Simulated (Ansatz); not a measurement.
Relaxation of CH6BNSe (10 atoms, charge 0, multiplicity 1), to a largest force component of 0.02 eV/Å in at most 50 steps.

The calculation used RKS PBE0/def2-SVP (Ansatz 0.2.0).

```xyz
10
Properties=species:S:1:pos:R:3
B -0.844 0.779 0.114
C 0.433 -0.065 0.061
N 0.219 -1.337 0.736
Se 1.018 -0.378 -1.794
H -1.890 0.411 -0.399
H -0.881 1.904 0.613
H 1.285 0.502 0.558
H 0.054 -1.138 1.746
H -0.344 -0.170 0.581
H 1.239 1.105 -1.992
```

Question: Where does it end, and by what steps?

Answer: The run converged. After 19 steps the energy has fallen by 8.082 eV; H9 moved furthest, 1.43 Å. The start is strongly strained (largest force component 13 eV/Å), so its close contacts needn't be bonds. Parted: B1–H9 (1.17 → 2.73 Å), C2–H9 (0.94 → 2.02 Å). Joined: B1–Se4 (2.91 → 2.11 Å).

```tsv
step	energy less start (eV)	largest force component (eV/Å)	accepted
0	0.0000	13.012	yes
1	-1.9735	4.933	yes
2	-3.2727	4.079	yes
3	-4.4559	4.293	yes
4	-5.4718	2.626	yes
5	-6.2267	2.037	yes
6	-6.7199	1.352	yes
7	-7.0867	1.506	yes
8	-7.3039	1.241	yes
9	-7.6106	1.046	yes
10	-7.7800	1.726	yes
11	-7.9827	1.743	yes
12	-7.9832	1.885	yes
13	-7.9596	0.838	no
14	-8.0643	0.260	yes
15	-8.0705	0.227	yes
16	-8.0813	0.093	yes
17	-8.0816	0.035	yes
18	-8.0817	0.022	yes
19	-8.0817	0.012	yes
```

```xyz
10
Properties=species:S:1:pos:R:3
B -0.678 0.953 -0.330
C 0.303 0.139 0.574
N 0.009 -1.005 1.163
Se 0.442 0.186 -1.945
H -1.795 0.467 -0.399
H -0.588 2.160 -0.286
H 1.327 0.485 0.765
H 0.712 -1.608 1.575
H -0.926 -1.387 1.062
H 1.484 1.225 -1.958
```

Whether the end is a true minimum wasn't checked by a vibrational analysis.

Run time: 46 s on 2 threads of Intel(R) Xeon(R) Platinum 8488C (Sapphire Rapids), with other jobs on the host, peak memory 0.25 GiB.
